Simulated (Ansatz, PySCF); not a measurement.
C10H7N3, SMILES C1=CC2=NC=CC3=NC=CC(=C1)N23.

Geometry optimised at B3LYP-D3(BJ)/def2-SVP.

Vertical ionisation energy (IE) and electron affinity (EA) in eV. Rows of orbital energies are one-electron estimates. Where ΔSCF, EOM or ADC give a negative EA the extra electron is unbound and the value depends on the basis.

| level | IE | EA |
|---|---|---|
| −ε(HOMO), −ε(LUMO), B3LYP/def2-SVP (PySCF) | 5.00 | 2.18 |
| −ε(HOMO), −ε(LUMO), PBE/def2-SVP (PySCF) | 4.46 | 2.83 |
| ΔSCF, PBE0/def2-SVPD (Ansatz), final states of multiplicity 2 and 2 | 6.82 | 0.65 |
| ΔSCF, PBE/def2-SVPD (Ansatz), final states of multiplicity 2 and 2 | 6.87 | 0.67 |

### Question
What vertical singlet–triplet gap does ΔSCF give with PBE0/def2-SVPD (Ansatz, a quantum-chemistry and plane-wave program) and with PBE/def2-SVPD (Ansatz)? (The exact figures need the calculation; the answer reports its results.)

### Answer
1.65 and 1.57 eV (triplet above singlet where positive).
